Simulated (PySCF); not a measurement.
**Bond curve of YCl**

Set-up: PySCF, scalar-relativistic core potentials, basis sets Y def2-TZVPP with ECP28, Cl def2-TZVPP. Energies in eV from Y (4d1 5s2) + Cl in their ground configurations at the same level. State: ¹Σ⁺ (singlet), closed shell.

All columns are M06. A positive dipole means Y(−)Cl(+).

```csv
R (Å),E (eV),μ (D),Mulliken charge on Y (basis-dependent),HOMO (eV),LUMO (eV),Mayer bond order,⟨S²⟩
2.050,-4.239,-1.29,0.21,-4.43,-1.56,1.51,0.00
2.146,-4.892,-1.69,0.23,-4.52,-1.73,1.42,0.00
2.241,-5.250,-2.12,0.26,-4.62,-1.90,1.35,0.00
2.312,-5.377,-2.46,0.27,-4.70,-2.02,1.30,0.00
2.384,-5.413,-2.81,0.29,-4.78,-2.14,1.26,0.00
2.455,-5.381,-3.17,0.31,-4.86,-2.26,1.22,0.00
2.551,-5.261,-3.66,0.33,-4.97,-2.42,1.18,0.00
2.670,-5.030,-4.30,0.36,-5.11,-2.62,1.12,0.00
2.813,-4.685,-5.07,0.39,-5.27,-2.84,1.06,0.00
3.004,-4.184,-6.11,0.44,-5.48,-3.12,0.98,0.00
```

A fit through these points gives, at Re = 2.383 Å, μ = -2.80 D and dμ/dR = -4.98 D/Å; the reduced mass is 25.1 u.

Question: How strong is the fundamental in the double-harmonic approximation, I = 42.26·(dμ/dR)²/μred km/mol?

Answer: I = 42.26·(-4.98)²/25.1 = 41.8 km/mol at M06.

The metal atom is held in its measured ground configuration; semilocal functionals can put another filling of s and d lower by some tenths of an eV, and De to that atom would be smaller. These are scalar-relativistic numbers at best; spin–orbit coupling would shift them, the dissociation energy most.
